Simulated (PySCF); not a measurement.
A run for PySCF: D3(BJ) and D4 dispersion corrections on BClH4Si (SMILES [SiH3]BCl), a point of a torsion scan.

```python
from pyscf import gto
from pyscf.dispersion import dftd3, dftd4

mol = gto.M(
    atom='''
    Si   -0.83726459    0.00769155    0.02722141
    B     1.02882765    0.53944628   -0.34932403
    Cl    1.71723038    1.91360709    0.36656191
    H    -1.54652378    0.89184698    0.95863303
    H    -1.65508652   -0.03711196   -1.19321728
    H    -0.92066282   -1.34147491    0.60446016
    H     1.73527715   -0.06245002   -1.07489364
    ''',
    basis='def2-svp',
    charge=0, spin=0, verbose=0, max_memory=1800)
d3, d4 = {}, {}
for xc in ['hf', 'pbe', 'blyp', 'revpbe', 'tpss', 'r2scan', 'b3lyp', 'pbe0', 'bhlyp', 'camb3lyp', 'b2plyp']:
    d3[xc] = float(dftd3.DFTD3Dispersion(mol, xc=xc, version='d3bj', atm=False).get_dispersion()['energy'])
    print(f'D3(BJ) {xc:10s} {d3[xc]:14.8f} Eh')
for xc in ['hf', 'pbe', 'blyp', 'revpbe', 'tpss', 'r2scan', 'b3lyp', 'pbe0', 'bhlyp', 'camb3lyp', 'b2plyp']:
    d4[xc] = float(dftd4.DFTD4Dispersion(mol, xc={'camb3lyp': 'cam-b3lyp'}.get(xc, xc), atm=True).get_dispersion()['energy'])
    print(f'D4     {xc:10s} {d4[xc]:14.8f} Eh')
```

Program output:

```
D3(BJ) hf            -0.04029454 Eh
D3(BJ) pbe           -0.00491342 Eh
D3(BJ) blyp          -0.01105777 Eh
D3(BJ) revpbe        -0.01205284 Eh
D3(BJ) tpss          -0.00636361 Eh
D3(BJ) r2scan        -0.00134705 Eh
D3(BJ) b3lyp         -0.00913798 Eh
D3(BJ) pbe0          -0.00440186 Eh
D3(BJ) bhlyp         -0.00757713 Eh
D3(BJ) camb3lyp      -0.00423233 Eh
D3(BJ) b2plyp        -0.00449013 Eh
D4     hf            -0.01644516 Eh
D4     pbe           -0.00471870 Eh
D4     blyp          -0.01040504 Eh
D4     revpbe        -0.01366331 Eh
D4     tpss          -0.00636754 Eh
D4     r2scan        -0.00108532 Eh
D4     b3lyp         -0.00771678 Eh
D4     pbe0          -0.00397937 Eh
D4     bhlyp         -0.00621429 Eh
D4     camb3lyp      -0.00407128 Eh
D4     b2plyp        -0.00327257 Eh
```

The run finished.

Cost: roughly 0.020 core-seconds.
